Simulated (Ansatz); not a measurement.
A nudged elastic band was laid between two geometries of BH3O2 + H3P (10 atoms, charge 0, multiplicity 1).

Computed with Ansatz, RKS PBE0/def2-SVP.

| Quantity | Value |
| --- | --- |
| movable images | 7 |
| climbing image | yes |
| spring | 5.0 eV/Å² |
| optimiser | quadratic models (default) |
| start path | through a guess of the saddle point |
| force threshold | 0.2 eV/Å |
| iteration limit | 60 |
| end points | relaxed |

Initial state:

```xyz
10
Properties=species:S:1:pos:R:3
B 0.282 1.344 0.266
H -0.509 1.923 -0.442
O 1.517 0.968 -0.167
O -0.086 1.072 1.539
H -1.729 -1.499 -1.349
P -0.976 -2.359 -0.492
H 1.682 1.210 -1.082
H 0.616 0.618 2.022
H 0.275 -1.813 -0.913
H -1.072 -1.464 0.617
```

Final state:

```xyz
10
Properties=species:S:1:pos:R:3
B 0.705 0.050 -0.011
H -2.815 1.321 0.046
O 1.907 0.692 -0.024
O -0.368 0.706 0.500
H -3.493 1.656 -0.051
P 0.395 -1.700 -0.803
H 2.632 0.181 -0.395
H -0.130 1.592 0.801
H 1.594 -2.308 -0.317
H -0.426 -2.191 0.253
```

What changes between the two ends?

Bonds broken: B1–H2, H5–P6. Bonds formed: B1–P6, H2–H5. BH3O2 + H3P becomes BH4O2P + H2.

What energy profile does the band end with?

It converged. The highest image is number 3 of 0 to 8, 2.52 eV above the first end and 2.32 eV above the last; the last end lies 0.20 eV above the first. The threshold of 0.2 eV/Å is loose, so the images may lie well off the minimum-energy path. Neighbouring images differ by up to 2.0 eV, so the band resolves the path poorly. Another band between the same ends (7 images) ends at a top of the same energy, where a vibrational analysis finds 1 clearly imaginary mode. The orbitals stay closed-shell, which can raise the energy where a bond breaks towards radicals; this wasn't checked here.

```csv
image,path coordinate (Å),energy (eV),B1–H2 (Å),H5–P6 (Å),B1–P6 (Å)
0,0.00,0.00,1.21,1.43,3.98
1,1.20,0.02,1.21,1.43,3.80
2,2.40,0.72,1.21,1.43,3.11
3,3.61,2.52,1.51,1.60,2.06
4,4.80,0.54,2.44,2.33,1.98
5,6.00,0.28,3.02,2.99,1.96
6,7.20,0.22,3.05,3.61,1.95
7,8.40,0.20,3.37,4.37,1.95
8,9.60,0.20,3.74,5.19,1.95
```

What is the geometry of the highest image?


```xyz
10
Properties=species:S:1:pos:R:3:forces:R:3
B 0.267 0.507 0.286 0.02 -0.03 -0.01
H -1.024 0.728 -0.468 -0.01 -0.01 -0.04
O 1.273 1.250 -0.296 0.04 0.07 0.06
O 0.113 0.596 1.645 -0.08 -0.07 -0.01
H -1.142 -0.111 -1.241 0.04 -0.02 0.06
P -0.309 -1.288 -0.537 0.00 0.06 -0.08
H 1.377 1.155 -1.245 -0.05 -0.05 -0.02
H 0.652 1.307 2.006 0.07 0.07 0.01
H 0.192 -2.655 -0.491 0.00 -0.01 0.01
H -1.400 -1.489 0.341 -0.03 -0.01 0.03
```

The band took 15 iterations and about 10 core-minutes.

Run time: 5.4 min on 2 threads of Arm Neoverse N1, on a shared host, peak memory 0.17 GiB.
